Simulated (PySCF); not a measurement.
## Static response to an electric field

Compound: C4H4B2Cl2.
Geometry (PBE0-D3(BJ)/def2-SVP, Å), atoms numbered from 1 in this order:
```xyz
12
C4H4B2Cl2 angstrom
B     -1.634    1.153    0.348
C     -1.325   -0.365    0.240
C     -0.076   -0.708   -0.112
C      1.104   -1.033   -0.445
C      2.332   -1.375   -0.792
B     -2.346   -1.506    0.507
Cl    -3.999   -1.146    0.959
Cl    -1.888   -3.196    0.369
H     -0.755    1.950    0.118
H     -2.735    1.537    0.658
H      2.622   -2.428   -0.889
H      3.100   -0.620   -0.994
```

Level: wB97X-D/def2-SVPD (PySCF), static field, nuclei fixed, core orbitals frozen in the response. The polarisability tensor in these axes (au):

```
x   178.44 -18.41 -31.95
y   -18.41 104.07   5.59
z   -31.95   5.59  73.02
```

Question: Give the principal values, the mean and the anisotropy Δα = √{½[(α1 − α2)² + (α2 − α3)² + (α1 − α3)²]}.

Answer: Principal values 64.08, 99.85 and 191.60 au; mean 118.51 au = 17.56 Å³ = 19.54 × 10⁻⁴⁰ C²·m²/J; Δα = 113.92 au (96 % of the mean).

Question: What is the dipole moment, and where does it point?

Answer: (3.28, -0.01, -0.92) D, 3.41 D in size, pointing from the negative to the positive side. Measured along this direction, the outermost atoms are Cl7 at the negative end and H12 at the positive end.

Question: Orientational against electronic polarisability at 273 K (dilute gas, rigid molecules)?

Answer: In Gaussian units μ²/3kT = 102.73 Å³ against 17.56 Å³, a ratio of 5.85; the Debye molar polarisation (4π/3)N_A(α + μ²/3kT) is 303.4 cm³/mol, leaving out the vibrational part.

Question: In TDDFT the mean static polarisability is Σ f/ω² over all singlet excitations (ω in hartree). How much of it do the 6 lowest give? Their energies (eV) and oscillator strengths: 2.73, 0.0000; 4.47, 0.5437; 4.83, 0.0001; 5.30, 0.0000; 5.53, 0.0000; 5.66, 0.0011.

Answer: They add up to 20.19 au, 17.0 % of the 118.51 au; the largest single term is 20.16 au, from the state at 4.47 eV. Terms in order: 0.00, 20.16, 0.00, 0.00, 0.00, 0.03 au. Higher excitations give the rest. The strengths listed sum to 0.545.

Question: What molar refraction does this α imply?

Answer: Lorentz–Lorenz: R = (4π/3)N_A α = 2.5225 cm³/(mol·Å³) × 17.56 Å³ = 44.3 cm³/mol, in the limit of long wavelengths.

Isolated species at its PBE0-D3(BJ)/def2-SVP geometry, gas phase.
